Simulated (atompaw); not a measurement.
**u(r) = r·R(r): atom against pseudo-atom (mercury)**

Columns: radius, all-electron u(r) and pseudo u(r) of the 5d shell (level -10.65 eV) of mercury in the configuration [Kr] 4d10 4f14 5s2 5p6 5d10 6s1.75 6p0.25; LDA (PW92), scalar-relativistic, PAW (atompaw) scheme, atompaw 4.2.0.5.

```
r (bohr)  all-electron  pseudo
   0.062        0.2053  0.0005
   0.123        0.2752  0.0039
   0.185        0.0224  0.0131
   0.246       -0.2612  0.0301
   0.308       -0.4198  0.0572
   0.369       -0.4284  0.0946
   0.431       -0.3272  0.1437
   0.492       -0.1665  0.2025
   0.554        0.0208  0.2714
   0.615        0.2039  0.3463
   0.677        0.3738  0.4268
   0.738        0.5178  0.5074
   0.800        0.6379  0.5874
   0.862        0.7320  0.6623
   0.923        0.8011  0.7280
   0.985        0.8504  0.7843
   1.046        0.8812  0.8277
   1.108        0.8976  0.8588
   1.169        0.9019  0.8763
   1.231        0.8964  0.8817
   1.292        0.8836  0.8763
   1.354        0.8648  0.8619
   1.415        0.8420  0.8412
   1.477        0.8157  0.8155
   1.538        0.7876  0.7876
   1.600        0.7576  0.7576
```

Problem. How many radial nodes do the two functions have?

Solution. The all-electron 5d function has n − l − 1 = 2; the pseudo-wave has 0, since the states of the same l below it are removed with the core.

Problem. Is the pseudo-wave norm-conserving?

Solution. No, it belongs to a PAW set: the norm inside the radius is not constrained, and the difference is carried by the augmentation charge.
